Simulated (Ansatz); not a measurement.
Input for Ansatz (a first-principles code): R-CCSD(T)/aug-cc-pVDZ on C2H2N2 (a complex), monomers drawn apart or pushed together.

Ansatz 0.2 input:
```yaml
crystal:
  periodic: [false, false, false]
  atoms:
    - {symbol: C, position_ang: [-0.43737409, 0.42783225, -1.03061636]}
    - {symbol: C, position_ang: [-0.04093733, 0.04010681, 0.03031240]}
    - {symbol: H, position_ang: [-0.79032340, 0.77302012, -1.97158665]}
    - {symbol: H, position_ang: [0.30879242, -0.30193930, 0.97438525]}
    - {symbol: N, position_ang: [0.75966626, -0.74557494, 6.67418825]}
    - {symbol: N, position_ang: [0.83330547, -0.81651261, 5.58843620]}
basis:
  gaussian:
    orbitals: aug-cc-pVDZ
magnetization: {spin_polarized: false}
correlation: {method: ccsd_t, electrons: outside_noble_gas}
scf: {lower_state_search: off}
```

### Question
Give the final energy of this run.

### Answer
-186.4121 hartree (reference determinant -185.7902, T1 diagnostic 0.012).

### Question
How many basis functions does it have, and what does it roughly cost on one machine?

### Answer
110 functions; roughly 8 core-seconds.
